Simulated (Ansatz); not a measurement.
The same molecule with X = F, Cl, Br. Ansatz, PBE0-D4/def2-TZVP geometries, multiplicity 1. Each molecule was computed in one conformer, which needn't be the lowest.

Scalar relativity is left out up to krypton.

```tsv
X	molecule	mean X–Al bond length / Å	LUMO energy (PBE/def2-TZVPP) / eV	HOMO–LUMO gap (B3LYP/def2-TZVPP) / eV	zero-point energy (PBE0-D4/def2-TZVP) / kJ/mol
F	`[OH][Al]([OH])[F]`	1.647	-1.61	7.95	79.2
Br	`[OH][Al]([OH])[Br]`	2.252	-1.66	7.27	75.7
```

Task: Give the row for X = Cl, `[OH][Al]([OH])[Cl]`. (Best estimate.)

Result: Ansatz gave: 
```tsv
X	molecule	mean X–Al bond length / Å	LUMO energy (PBE/def2-TZVPP) / eV	HOMO–LUMO gap (B3LYP/def2-TZVPP) / eV	zero-point energy (PBE0-D4/def2-TZVP) / kJ/mol
Cl	`[OH][Al]([OH])[Cl]`	2.092	-1.57	7.88	76.8
```

From F to Br the mean X–Al bond length rises at each step, by 0.605 Å in all; the LUMO energy (PBE/def2-TZVPP) isn't monotonic: highest at Cl, lowest at Br; the HOMO–LUMO gap (B3LYP/def2-TZVPP) falls at each step, by 0.68 eV in all; the zero-point energy (PBE0-D4/def2-TZVP) falls at each step, by 3.5 kJ/mol in all. Bonds lengthen as the atom grows down the group.

B3LYP here is the variant with VWN-RPA as its local correlation; programs differ in this.

Spin–orbit coupling is left out; it splits and shifts lone-pair levels of the heavy atoms by tenths of an eV.
